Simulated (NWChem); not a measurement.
Molecule: SiN3H7; SMILES N[SiH](N)N

```xyz
11

Si    -0.0083     0.0373     0.3250
N     -0.1299     1.6634    -0.2559
N      1.2438    -1.0496    -0.1728
N     -1.4556    -0.7118    -0.2371
H      0.2451     0.2095     1.7920
H      0.4284     2.3937     0.1699
H     -0.2904     1.8507    -1.2395
H      2.1502    -1.0134     0.2784
H      1.3283    -1.3322    -1.1430
H     -2.3353    -0.2136    -0.1742
H     -1.5781    -1.7114    -0.1281
```
Atoms are numbered in this order, from 1.

Program: NWChem. Pople sets run with spherical d functions. STO-3G and 3-21G are far too small for this property and stand as cheap habits. Structure relaxed at the PBE0/def2-SVP level. GIAO values for the isolated, static molecule; σ is the absolute isotropic shielding, δ = σ(reference) − σ with the isolated reference molecule computed at the same levels (1H: tetramethylsilane, 15N: ammonia, 29Si: tetramethylsilane).

For level Hartree-Fock/STO-3G:

```yaml
"δ Si1 (ppm)": -11.9
"δ N2 (ppm)": -38.9
"δ N4 (ppm)": -43.9
"δ H5 (ppm)": 2.14
"δ H6 (ppm)": -1.55
"δ H7 (ppm)": -1.38
"δ H10 (ppm)": -1.41
```

Question: What are these values for level B3LYP/6-31G*?

Answer: 
- δ Si1 (ppm) = -30.6
- δ N2 (ppm) = 26.0
- δ N4 (ppm) = 12.6
- δ H5 (ppm) = 4.90
- δ H6 (ppm) = 0.01
- δ H7 (ppm) = 0.03
- δ H10 (ppm) = -0.41
